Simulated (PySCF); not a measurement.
C6H6N2S.
Numbering: `[NH2:1][C:2](=[S:3])[c:4]1[cH:5][cH:6][n:7][cH:8][cH:9]1` (hydrogens: H10, H11 on N1; H12 on C5; H13 on C6; H14 on C8; H15 on C9)

The same species was optimised twice, with GFN2-xTB and with PBE0-D3(BJ)/def2-SVP (PySCF), and the same property calculations (PySCF, gas phase) were run on both structures.

```json
{"coordinate": "C2–C4 (Å)", "GFN2-xTB": "1.467", "PBE0-D3(BJ)/def2-SVP": "1.490", "change": "+0.023"}
{"coordinate": "C6–N7 (Å)", "GFN2-xTB": "1.323", "PBE0-D3(BJ)/def2-SVP": "1.332", "change": "+0.009"}
{"coordinate": "C8–C9 (Å)", "GFN2-xTB": "1.385", "PBE0-D3(BJ)/def2-SVP": "1.395", "change": "+0.010"}
{"coordinate": "C5–C6 (Å)", "GFN2-xTB": "1.384", "PBE0-D3(BJ)/def2-SVP": "1.392", "change": "+0.008"}
{"coordinate": "N7–C8 (Å)", "GFN2-xTB": "1.321", "PBE0-D3(BJ)/def2-SVP": "1.328", "change": "+0.007"}
{"coordinate": "C2=S3 (Å)", "GFN2-xTB": "1.645", "PBE0-D3(BJ)/def2-SVP": "1.650", "change": "+0.005"}
{"coordinate": "C4–C9 (Å)", "GFN2-xTB": "1.396", "PBE0-D3(BJ)/def2-SVP": "1.400", "change": "+0.004"}
{"coordinate": "C4–C5 (Å)", "GFN2-xTB": "1.395", "PBE0-D3(BJ)/def2-SVP": "1.398", "change": "+0.003"}
{"coordinate": "N1–C2 (Å)", "GFN2-xTB": "1.344", "PBE0-D3(BJ)/def2-SVP": "1.344", "change": "0.000"}
{"coordinate": "N1–C2–C4 (°)", "GFN2-xTB": "118.0", "PBE0-D3(BJ)/def2-SVP": "115.1", "change": "-2.9"}
{"coordinate": "N1–C2–S3 (°)", "GFN2-xTB": "120.6", "PBE0-D3(BJ)/def2-SVP": "122.6", "change": "+2.0"}
{"coordinate": "S3–C2–C4 (°)", "GFN2-xTB": "121.4", "PBE0-D3(BJ)/def2-SVP": "122.3", "change": "+0.9"}
{"coordinate": "C6–N7–C8 (°)", "GFN2-xTB": "118.0", "PBE0-D3(BJ)/def2-SVP": "117.5", "change": "-0.5"}
{"coordinate": "C2–C4–C5 (°)", "GFN2-xTB": "120.3", "PBE0-D3(BJ)/def2-SVP": "120.7", "change": "+0.4"}
{"coordinate": "C4–C9–C8 (°)", "GFN2-xTB": "118.5", "PBE0-D3(BJ)/def2-SVP": "118.9", "change": "+0.4"}
{"coordinate": "C5–C6–N7 (°)", "GFN2-xTB": "123.5", "PBE0-D3(BJ)/def2-SVP": "123.7", "change": "+0.2"}
{"coordinate": "C5–C4–C9 (°)", "GFN2-xTB": "117.7", "PBE0-D3(BJ)/def2-SVP": "117.5", "change": "-0.2"}
{"coordinate": "N1–C2–C4–C5 (°)", "GFN2-xTB": "-154", "PBE0-D3(BJ)/def2-SVP": "-151", "change": "+3"}
```

Rotational constants: A = 3209, B = 950.7, C = 755.2 MHz (GFN2-xTB) against A = 3191, B = 931.8, C = 745.8 MHz (PBE0-D3(BJ)/def2-SVP). Point groups within 0.08 Å: C1 and C1.

On the GFN2-xTB structure: HOMO (eV) -6.42 [PBE0/pcSseg-1]; LUMO (eV) -2.21 [PBE0/pcSseg-1]; dipole (D) 3.90 [PBE0/pcSseg-1]; GIAO shielding of N1 (ppm) 125.3 [PBE0/pcSseg-1]; GIAO shielding of C2 (ppm) -21.2 [PBE0/pcSseg-1]; GIAO shielding of S3 (ppm) 93.8 [PBE0/pcSseg-1]; GIAO shielding of C4 (ppm) 40.2 [PBE0/pcSseg-1]; GIAO shielding of C5/C9 (mean) (ppm) 61.7 [PBE0/pcSseg-1]; GIAO shielding of C6/C8 (mean) (ppm) 30.8 [PBE0/pcSseg-1]; GIAO shielding of N7 (ppm) -104.9 [PBE0/pcSseg-1].

**Question.** What do these properties become on the PBE0-D3(BJ)/def2-SVP structure?

**Answer.** 
```json
{"property": "HOMO (eV)", "level": "PBE0/pcSseg-1", "on GFN2-xTB": "-6.42", "on PBE0-D3(BJ)/def2-SVP": "-6.46", "change": "-0.04"}
{"property": "LUMO (eV)", "level": "PBE0/pcSseg-1", "on GFN2-xTB": "-2.21", "on PBE0-D3(BJ)/def2-SVP": "-2.19", "change": "+0.02"}
{"property": "dipole (D)", "level": "PBE0/pcSseg-1", "on GFN2-xTB": "3.90", "on PBE0-D3(BJ)/def2-SVP": "3.89", "change": "-0.01"}
{"property": "energy, GFN2-xTB geometry as zero (kcal/mol)", "level": "PBE0/pcSseg-1", "on GFN2-xTB": "0.0", "on PBE0-D3(BJ)/def2-SVP": "-0.8", "change": "-0.8"}
{"property": "GIAO shielding of N1 (ppm)", "level": "PBE0/pcSseg-1", "on GFN2-xTB": "125.3", "on PBE0-D3(BJ)/def2-SVP": "120.4", "change": "-4.9"}
{"property": "GIAO shielding of C2 (ppm)", "level": "PBE0/pcSseg-1", "on GFN2-xTB": "-21.2", "on PBE0-D3(BJ)/def2-SVP": "-22.2", "change": "-1.0"}
{"property": "GIAO shielding of S3 (ppm)", "level": "PBE0/pcSseg-1", "on GFN2-xTB": "93.8", "on PBE0-D3(BJ)/def2-SVP": "114.5", "change": "+20.7"}
{"property": "GIAO shielding of C4 (ppm)", "level": "PBE0/pcSseg-1", "on GFN2-xTB": "40.2", "on PBE0-D3(BJ)/def2-SVP": "36.3", "change": "-3.9"}
{"property": "GIAO shielding of C5/C9 (mean) (ppm)", "level": "PBE0/pcSseg-1", "on GFN2-xTB": "61.7", "on PBE0-D3(BJ)/def2-SVP": "59.6", "change": "-2.1"}
{"property": "GIAO shielding of C6/C8 (mean) (ppm)", "level": "PBE0/pcSseg-1", "on GFN2-xTB": "30.8", "on PBE0-D3(BJ)/def2-SVP": "28.3", "change": "-2.5"}
{"property": "GIAO shielding of N7 (ppm)", "level": "PBE0/pcSseg-1", "on GFN2-xTB": "-104.9", "on PBE0-D3(BJ)/def2-SVP": "-108.3", "change": "-3.4"}
```

The heavy atoms differ by 0.033 Å rms after alignment. Among bonds between heavy atoms C2–C4 changes most (+0.023 Å). Changes are differences of the printed values. Neither structure is proved a minimum here.

Conformer computed: `[NH2:1][C:2](=[S:3])[c:4]1[cH:5][cH:6][n:7][cH:8][cH:9]1`: N1–C2–C4–C5 -151°, H–N1–C2–S3 -2°, H–N1–C2–S3 -169°.
